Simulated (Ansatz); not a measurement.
Consider the formal exchange of groups at the Si–F bond: `F/C=N/[SiH2]F` + CH₄ → `C[SiH2]/N=C/F` + H–F.

Calculated with Ansatz (gas phase, PBE0-D4/def2-TZVP geometries, no zero-point term in ΔE). CCSD(T)/CBS is the MP2 limit (def2-TZVPP, def2-QZVPP) plus CCSD(T) − MP2 in def2-TZVPP, frozen cores. This one scheme is used for every species. Double bonds are as drawn, so ΔE can hold a change between cis and trans. Functionals use def2-TZVPP. Each species was taken in one conformer, which may not be the lowest.

| level | ΔE (kJ/mol) |
| --- | --- |
| LDA (SPW92) | 138.3 |
| BHLYP | 163.4 |

(1) What does CCSD(T)/CBS give? (Estimate.)

Largest T1 diagnostic among the species: 0.013.

## Answers

(1) Computed: +145.7 kJ/mol. The listed levels differ from it by -7.4, 17.7 kJ/mol.

The D4 term adds −5.8 kJ/mol with B3LYP and −3.3 kJ/mol with PBE0; it sums over pairs of atoms, weighted by their polarisabilities, and B3LYP, whose exchange is more repulsive, gets the larger term. In def2-TZVPP, CCSD(T) changes the Hartree–Fock value by −24.8 kJ/mol (the triples alone add −2.9 kJ/mol) and MP2 by −25.0 kJ/mol.

B3LYP here is the variant with VWN-RPA as its local correlation; programs differ in this.
